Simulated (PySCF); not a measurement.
C₁₀H₇Br.
Bonds: Br1–C2, C2–C3 (aromatic), C3–C4 (aromatic), C4–C5 (aromatic), C5–C6 (aromatic), C6–C7 (aromatic), C7–C8 (aromatic), C8–C9 (aromatic), C9–C10 (aromatic), C10–C11 (aromatic), C2–C11 (aromatic), C5–C11. Hydrogens: H12 on C3; H13 on C4; H14 on C6; H15 on C7; H16 on C8; H17 on C9; H18 on C10.

Computed by this run: PySCF, PBE0-D3(BJ)/def2-SVP geometry optimisation, gas phase; density fitting, grid level 2; the optimiser is geomeTRIC in internal coordinates, started from a GFN2-xTB structure.

Step 0: E = -80493.2852 eV
```
atom  x, y, z in Å  |  force x, y, z in eV/Å
Br1    -2.4651    2.8816   -0.5614    0.093  -0.311   0.054
C2     -1.8876    1.1089   -0.2546   -0.172   0.887  -0.145
C3     -2.7350    0.0126   -0.1123    0.076   0.047  -0.008
C4     -1.9585   -1.1193    0.0992    0.078  -0.120   0.022
C5     -0.6072   -0.7580    0.0949   -0.044   0.115  -0.017
C6      0.4600   -1.6173    0.2737   -0.017   0.100  -0.017
C7      1.8161   -1.3232    0.2828    0.083  -0.016   0.006
C8      2.4418   -0.0953    0.1152   -0.066  -0.054   0.004
C9      1.8956    1.1615   -0.1073    0.008   0.034  -0.007
C10     0.5606    1.5196   -0.2209    0.130  -0.080   0.023
C11    -0.5526    0.7075   -0.1366   -0.134  -0.034  -0.005
H12    -3.8084    0.0479   -0.1604   -0.554   0.033  -0.027
H13    -2.3305   -2.1163    0.2440   -0.187  -0.566   0.082
H14     0.1929   -2.6575    0.4268   -0.079  -0.373   0.057
H15     2.4768   -2.1661    0.4429    0.244  -0.305   0.059
H16     3.5243   -0.1222    0.1654    0.392  -0.013   0.018
H17     2.6077    1.9708   -0.2057    0.268   0.305  -0.038
H18     0.3603    2.5712   -0.3973   -0.119   0.351  -0.060
```

**Question.** Estimate the geometry and energy of step 1. (The exact step hangs on the optimiser's Hessian estimate; all steps are aligned on step 0, rigid shifts and turns removed.)

**Answer.** E = -80493.3296 eV, largest force 0.126 eV/Å
```
atom  x, y, z in Å  |  force x, y, z in eV/Å
Br1    -2.4763    2.8741   -0.5585   -0.033   0.119  -0.021
C2     -1.9000    1.1264   -0.2574    0.036  -0.116   0.020
C3     -2.7478    0.0160   -0.1149   -0.088   0.019  -0.006
C4     -1.9712   -1.1269    0.0987   -0.016  -0.061   0.009
C5     -0.6150   -0.7567    0.0947    0.011   0.017  -0.003
C6      0.4615   -1.6161    0.2752   -0.020  -0.068   0.010
C7      1.8282   -1.3292    0.2850    0.021  -0.031   0.005
C8      2.4582   -0.0973    0.1146    0.069  -0.002   0.004
C9      1.9089    1.1674   -0.1086    0.038   0.034  -0.004
C10     0.5664    1.5233   -0.2198   -0.035   0.077  -0.015
C11    -0.5612    0.7151   -0.1376    0.002  -0.013   0.004
H12    -3.8373    0.0558   -0.1652    0.048  -0.002   0.002
H13    -2.3457   -2.1406    0.2452    0.014   0.033  -0.005
H14     0.1930   -2.6677    0.4318    0.006   0.033  -0.005
H15     2.4917   -2.1837    0.4480   -0.014   0.016  -0.003
H16     3.5525   -0.1252    0.1636   -0.029   0.000  -0.002
H17     2.6272    1.9864   -0.2093   -0.018  -0.018   0.002
H18     0.3581    2.5853   -0.3971    0.009  -0.038   0.007
```

The energy changes by -0.0444 eV. The first-order estimate −F·Δx gives -0.0939 eV and the mean of the old and new forces, exact on a quadratic surface, -0.0447 eV. The step makes an angle of 40° with the force vector and moves no atom by more than 0.030 Å.

The cost below is that of the whole optimisation. Time: 2.5 min; peak memory 1.0 GiB. Hardware: Arm Neoverse V1, one thread, shared host with 32 logical CPUs at a one-minute load of 24.
